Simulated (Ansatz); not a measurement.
`BN[SiH](C)Cl`. Charge 0, multiplicity 1.

```xyz
12

B    -1.840    0.596   -0.244
N    -1.174   -0.444    0.414
Si    0.535   -0.751    0.476
C     1.502    0.582   -0.361
Cl    0.913   -2.557   -0.448
H    -1.206    1.410   -0.851
H    -3.034    0.662   -0.186
H    -1.754   -1.110    0.907
H     0.934   -0.949    1.889
H     1.227    0.666   -1.414
H     2.566    0.346   -0.300
H     1.331    1.548    0.120
```

Problem. Give the diagnostics of a CCSD(T)/def2-TZVPP run (frozen core, the Gaussian-basis code of Ansatz). (An estimate is asked.)

Solution. Ansatz gave: T1 = 0.0108, largest single amplitude 0.021, largest double 0.015, (T) share of the correlation energy 3.8 %, 9 CCSD cycles. The RHF solution is stable towards an unrestricted one. T1 lies under the customary mark of 0.02 for closed shells.
